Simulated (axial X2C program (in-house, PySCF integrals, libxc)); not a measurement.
Ionising WH

Computed with an axial X2C code built on PySCF integrals, spin-free (one-electron X2C) or two-component (2c: spin–orbit coupling with atomic mean-field Coulomb and Gaunt terms, which also bring small scalar terms), in Dyall basis sets with cores contracted in-house; open shells are unrestricted.

Basis sets: H dyall-v3z, W dyall-cv3z. Frozen shells (counts by l): WH W 5s4p2d1f, H none, 7 electrons correlated; WH⁺ W 5s4p2d1f, H none, 6 electrons correlated. Where the outer core of a metal is frozen, bonds come out longer and ionisation energies lower.

```tsv
Hamiltonian	level	WH state	Re (Å)	ωe (cm⁻¹)	De (eV)
spin-free	HF	M_S = 5/2, Λ = 0	1.750	1848.4	n/a
spin-free	PBE0	M_S = 5/2, Λ = 0	1.704	1939.5	n/a
spin-free	MP2	M_S = 5/2, Λ = 0	1.709	1954.2	n/a
2c	HF	Ω = 5/2	1.749	1849.3	n/a
2c	PBE0	Ω = 5/2	1.703	1937.3	n/a
2c	MP2	Ω = 5/2	1.708	1952.1	n/a
```

Adiabatic ionisation energy (minimum to minimum, no zero-point term) and constants of WH⁺:

| Hamiltonian | level | WH⁺ state | IE (eV) | Re (Å) | ωe (cm⁻¹) | De (eV) | fragments |
| --- | --- | --- | --- | --- | --- | --- | --- |
| spin-free | HF | M_S = 2, Λ = 1 | 7.50 | 1.715 | 1918.3 | 1.29 | W+ + H |
| spin-free | PBE0 | M_S = 2, Λ = 1 | 8.34 | 1.685 | 2038.4 | 2.55 | W+ + H |
| spin-free | MP2 | M_S = 2, Λ = 1 | 8.09 | 1.682 | 2124.7 | 2.25 | W+ + H |
| 2c | HF | Ω = 1 | 7.38 | 1.716 | 1917.7 | n/a | W+ + H |
| 2c | PBE0 | Ω = 1 | 8.21 | 1.687 | 2028.8 | n/a | W+ + H |
| 2c | MP2 | Ω = 1 | 7.97 | 1.684 | 2110.3 | n/a | W+ + H |

Add the zero-point terms to the ionisation energy at MP2, 2c, and say whether the electron removed was bonding.

IE0 = IE + (ωe⁺ − ωe)/2 = 7.97 + (0.010) = 7.98 eV. Re changes by -0.024 Å, so the bond shortens, as on loss of an antibonding or a polarising non-bonding electron.

Each entry is the lowest single determinant of a limited PBE0 search at one distance. De goes to single-determinant-based atoms at the same level (for ions the charge split of lowest energy) and is withheld (n/a) where an atom does not fit its ground term or J level. Main or longest-lived isotopes. One determinant is a doubtful description, or other states lie close, for WH⁺, WH; these need not be ground states, and all values refer to the states named. Some open-shell Ω = 0 determinants are out of reach, so the Ω given for WH⁺ need not be the lowest component. With several unpaired electrons the Ω given is that of one determinant, not necessarily of the lowest component. The functionals have no current term, which raises determinants with orbital currents.
